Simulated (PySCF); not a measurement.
**Polarisability and C₆ of Co (cobalt, neutral)**

[Ar] 3d9, 2D determinant (an excited configuration). Computed with PySCF 2.14 in aug-cc-pwCVTZ-DK with one added diffuse shell each of s, p, d, f, g type (11s10p8d5f4g, 152 functions), with the spin-free X2C one-electron Hamiltonian (Gaussian nucleus). Coupled (time-dependent) response in atomic units; α is the mean over directions.

```
method  mean α (bohr³)         α xx, yy, zz  C₆ (like pair)  S(−4)
   UHF           30.89  24.12, 24.12, 44.44           122.1   5098
```

S(−4) is the Cauchy moment in α(ω) = α(0) + S(−4) ω² + …

α(iu) at UHF:

| u (hartree) | α(iu) (bohr³) |
| --- | --- |
| 0 | 30.89 |
| 0.0500 | 24.36 |
| 0.100 | 18.44 |
| 0.200 | 12.48 |
| 0.300 | 9.568 |
| 0.500 | 6.439 |
| 0.750 | 4.414 |
| 1.00 | 3.281 |
| 1.50 | 2.087 |
| 2.00 | 1.477 |
| 3.00 | 0.8738 |
| 5.00 | 0.4218 |

A single London oscillator, α(iu) = α/(1 + u²/ω²), gives C₆ = (3/4) ω α². Matching the computed C₆ needs ω = 4 × 122.1 / (3 × 30.89²) = 0.171 hartree.

The components differ because the open shell of this determinant is not spherical; for a pure term their mean is the scalar polarisability.
